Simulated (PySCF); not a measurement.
Q: What does the PBE0-D3(BJ)/def2-SVP structure of `C=[CH][Sn]([I])([CH]=C)[CH]=C` (Sn(vinyl)3I) look like in three dimensions?

A: 
```xyz
17
C6H9ISn angstrom
Sn     0.0253   -0.0031    0.0135
C     -0.2520   -0.0085    2.1325
C     -1.0235   -0.8856    2.7773
H      0.2723    0.7675    2.7057
H     -1.5667   -1.6809    2.2538
H     -1.1466   -0.8492    3.8665
C      2.0791   -0.1963   -0.5434
C      2.5617   -1.2324   -1.2320
H      2.7587    0.6115   -0.2417
H      1.9248   -2.0633   -1.5571
H      3.6220   -1.2974   -1.5038
C     -0.9131    1.6816   -0.9064
C     -1.9097    1.5863   -1.7890
H     -0.5431    2.6747   -0.6195
H     -2.3166    0.6192   -2.1066
H     -2.3685    2.4766   -2.2358
I     -1.2327   -2.2010   -0.9538
```

Any rigid rotation of these coordinates is as good. Atoms count from 1 in this order. Of the pairs four or more bonds apart, H10···I17 is among the closest relative to their van der Waals radii: 3.22 Å, 101 % of the sum of Bondi's values. Sn1 (tin bonded to 3 C and I) is tetrahedral (angles from 106.2° to 112.5°). All 3 C–Sn bonds measure 2.137 Å. All 3 C–C bonds measure 1.334 to 1.335 Å.

Bonds between heavy atoms (Å): Sn1–C2 2.137, Sn1–C7 2.137, Sn1–C12 2.137, Sn1–I17 2.711, C2–C3 1.334, C7–C8 1.334, C12–C13 1.335.

Method: PBE0-D3(BJ)/def2-SVP geometry optimisation, gas phase, def2 core potentials past Kr in PySCF 2.14.0.

No frequency check. The numbers are those of one conformer (C7–Sn1–C2–C3 -122°, C2–Sn1–C7–C8 117°, C2–Sn1–C12–C13 -117°, Sn1–C2–C3–H 1° and -179°, Sn1–C7–C8–H 0° and 180°).

Time: 5.7 min of wall time; peak memory 0.79 GiB. Hardware: one thread, Arm Neoverse N1 (aarch64), no GPU, shared host with 64 logical CPUs at a one-minute load of 61. This is the geometry optimisation.
